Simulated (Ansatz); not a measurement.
Question: Name a neutral molecule of C, S, Si and H with LUMO energy (PBE0/def2-TZVPP) between -0.10 and 0.20 eV and HOMO–LUMO gap (B3LYP/def2-TZVPP) between 6.80 and 7.10 eV (Ansatz, PBE0-D4/def2-TZVP geometry).

Answer: `C[SiH](S)S` (0.05 eV, 6.84 eV). Other molecules can fit too; these were computed, each in one conformer that needn't be the lowest.

B3LYP here is the variant with VWN-RPA as its local correlation; programs differ in this.
